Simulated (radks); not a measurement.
Results of a calculation; reference values are marked as such.
Bi57+, configuration [Ne] 3p6 3d8 4p2 (not the ground configuration).

Code: a radial shooting solver on a logarithmic mesh with Libxc functionals. Model: Dirac Kohn-Sham, XLYP, spin-unpolarised, spherical densities, finite nucleus; open shells fill j = l - 1/2 first; Fermi nuclear charge, rms radius 5.5211 fm.

Energy parts (Ry):
total: -36937.3112
kinetic: 43820.1785
electron-nucleus: -85762.6065
Hartree: 5520.2090
exchange-correlation: -515.0922

Orbitals (lengths in bohr, moments of r in powers of bohr; r(max) is where P^2 peaks; r(90%) holds 90 % of the orbital's charge):
orbital  occ.  eigenvalue (Ry)  r(90%)       <r^4>  <1/r>    r(max)
1s1/2       2        -6926.754  0.0290   3.327e-07  103.2  0.009658
2s1/2       2        -1462.567   0.103  0.00004650  25.69   0.05630
2p1/2       2        -1418.421  0.0897  0.00002722  25.64   0.04107
2p3/2       4        -1246.262   0.102  0.00004428  20.34   0.04886
3s1/2       0        -534.2403   0.242    0.001462  9.777    0.1556
3p1/2       2        -515.4836   0.233    0.001236  9.690    0.1445
3p3/2       4        -473.6047   0.253    0.001715  8.293    0.1592
3d3/2       4        -444.7411   0.225    0.001054  8.164    0.1225
3d5/2       4        -435.5619   0.231    0.001161  7.856    0.1264
4p1/2       2        -261.4352   0.450     0.01784  4.831    0.3143
4p3/2       0        -246.3098   0.477     0.02266  4.323    0.3363
4d3/2       0        -234.1499   0.462     0.01938  4.229    0.3148
4d5/2       0        -230.7724   0.469     0.02066  4.115    0.3207

The highest occupied level is 4p1/2 at -3557.0 eV. The configuration is held as typed, so some empty levels lie below it. The density falls to 0.001 e/bohr^3 at r = 0.77 bohr. Summed over all electrons, <r^2> = 0.6575 bohr^2, which gives a Langevin (diamagnetic) susceptibility term of -0.521 x 10^-6 cm^3/mol.

Run on one thread of a shared host, so times are rough (Intel(R) Xeon(R) Platinum 8488C): 0.08 s of CPU time, 0.09 s wall, 13 iterations on 2189 mesh points.
